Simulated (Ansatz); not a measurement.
C8H18O (`CC(C)(C)OC(C)(C)C`) at its PBE0-D4/def2-TZVP geometry, where that method's forces vanish. Charge 0, multiplicity 1.

| atom | x (Å) | y (Å) | z (Å) |
| --- | --- | --- | --- |
| C1 | -0.4699 | 2.3304 | -1.0195 |
| C2 | -0.2970 | 1.2490 | 0.0399 |
| C3 | -1.5142 | 1.2666 | 0.9634 |
| C4 | 0.9735 | 1.5328 | 0.8322 |
| O5 | -0.2537 | 0.0550 | -0.7412 |
| C6 | 0.2028 | -1.2286 | -0.3150 |
| C7 | -0.3548 | -2.1514 | -1.3916 |
| C8 | 1.7283 | -1.3129 | -0.3373 |
| C9 | -0.3328 | -1.6720 | 1.0411 |
| H10 | 0.3865 | 2.3341 | -1.6963 |
| H11 | -0.5590 | 3.3162 | -0.5579 |
| H12 | -1.3688 | 2.1362 | -1.6075 |
| H13 | -1.4042 | 0.5918 | 1.8114 |
| H14 | -1.6669 | 2.2738 | 1.3588 |
| H15 | -2.4071 | 0.9799 | 0.4041 |
| H16 | 1.8488 | 1.5366 | 0.1805 |
| H17 | 1.1349 | 0.8104 | 1.6334 |
| H18 | 0.8919 | 2.5193 | 1.2949 |
| H19 | 0.0075 | -1.8409 | -2.3734 |
| H20 | -1.4453 | -2.1042 | -1.3996 |
| H21 | -0.0477 | -3.1846 | -1.2153 |
| H22 | 2.1071 | -0.9144 | -1.2806 |
| H23 | 2.1886 | -0.7621 | 0.4820 |
| H24 | 2.0447 | -2.3557 | -0.2548 |
| H25 | -1.4229 | -1.6292 | 1.0645 |
| H26 | 0.0604 | -1.0700 | 1.8613 |
| H27 | -0.0308 | -2.7063 | 1.2225 |

(1) For each bond, give half the difference of the two atoms' forces along it (eV/Å; positive pushes the atoms apart) under PBE-D4, r2SCAN-D4, B3LYP-D4, ωB97M-V in def2-TZVPP. (Estimate.)

Results:

(1) Ansatz gave: 
```csv
bond,length (Å),PBE-D4,r2SCAN-D4,B3LYP-D4,ωB97M-V
C1–C2,1.524,0.04,0.07,0.08,0.07
C1–H10,1.092,0.10,-0.03,-0.07,-0.06
C1–H11,1.092,0.09,-0.04,-0.07,-0.07
C2–C4,1.524,-0.04,0.02,0.10,0.06
C3–H14,1.093,0.09,-0.03,-0.07,-0.05
C4–H17,1.091,0.10,-0.04,-0.09,-0.07
O5–C6,1.427,0.24,0.21,0.13,0.10
C6–C8,1.528,-0.01,0.04,0.10,0.06
C6–C9,1.524,-0.04,0.02,0.10,0.06
C7–H21,1.092,0.09,-0.04,-0.07,-0.07
C8–H22,1.092,0.10,-0.03,-0.07,-0.06
C8–H23,1.089,0.09,-0.05,-0.09,-0.07
C8–H24,1.093,0.09,-0.03,-0.07,-0.05
C9–H27,1.093,0.09,-0.03,-0.07,-0.05
```

B3LYP here is the variant with VWN-RPA as its local correlation; programs differ in this.
